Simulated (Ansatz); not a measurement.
Consider the redistribution: `C=C=[N][AlH2]` + `BC[SiH2]S` → `[AlH2][SiH2]S` + `BCN=C=C`.

Program: Ansatz. Geometries: PBE0-D4/def2-TZVP. ΔE: electronic, gas phase. CCSD(T)/CBS is the MP2 limit (def2-TZVPP, def2-QZVPP) plus CCSD(T) − MP2 in def2-TZVPP, frozen cores. DFT in def2-TZVPP. HSE06 is defined as in plane-wave codes. One conformer a species, not always the lowest.

`C=C=[N][AlH2]`:

```xyz
8

C    -1.744   -0.554   -1.080
C    -0.665   -0.212   -0.412
N     0.317    0.100    0.196
Al    1.767    0.562    1.095
H    -2.716   -0.220   -0.747
H    -1.660   -1.171   -1.963
H     1.556    1.464    2.369
H     3.145    0.032    0.543
```

`BC[SiH2]S`:

```xyz
11

B     1.382    0.498    1.171
C     0.564   -0.528    0.373
Si   -0.877    0.382   -0.441
S    -2.222   -0.974   -1.405
H     1.125    0.722    2.318
H     2.245    1.139    0.641
H     0.088   -1.306    0.975
H     1.103   -0.974   -0.471
H    -0.357    1.373   -1.416
H    -1.725    1.067    0.565
H    -1.325   -1.398   -2.311
```

`[AlH2][SiH2]S`:

```xyz
8

Al    0.611    0.478   -1.651
Si   -0.075    0.200    0.692
S    -0.992   -1.736    0.860
H     0.345   -0.670   -2.713
H     1.326    1.823   -2.099
H    -1.034    1.262    1.116
H     1.088    0.300    1.622
H    -1.269   -1.657    2.174
```

`BCN=C=C`:

Cartesian coordinates in Å:
```
B 1.814 -0.321 -1.053
C 0.881 -0.664 0.141
N -0.538 -0.682 -0.145
C -1.332 0.134 0.265
C -2.251 0.975 0.666
H 2.990 -0.277 -0.838
H 1.396 -0.121 -2.153
H 1.130 -0.017 0.997
H 1.185 -1.675 0.455
H -2.478 1.857 0.082
H -2.797 0.792 1.582
```

```tsv
level	ΔE (kcal/mol)
HSE06-D4	46.1
ωB97M-V	50.3
revPBE	43.9
r2SCAN	49.9
PBE0	45.8
HF/def2-SVP	48.3
CCSD/def2-TZVPP	48.7
CCSD(T)/def2-TZVPP	48.7
```

**Question.** What does CCSD(T)/CBS give? (An estimate is asked.)

**Answer.** Computed: +48.9 kcal/mol. The listed levels differ from it by -2.8, 1.4, -5.0, 1.0, -3.1, -0.6, -0.2, -0.2 kcal/mol.

Largest T1 diagnostic among the species: 0.015.

At CCSD(T), def2-SVP lies −2.6 kcal/mol from the extrapolated value and def2-TZVPP −0.2 kcal/mol. From BLYP to BHLYP (50 % exact exchange), in def2-TZVPP and without D4, ΔE moves by +2.6 kcal/mol. Leaving LDA and LC-ωPBE aside and taking each functional with its dispersion term where it has one, the values, not all of them listed here, spread over 6.0 kcal/mol, from revPBE-D4 to B97M-V. LDA lies +1.0 kcal/mol from PBE without D4.
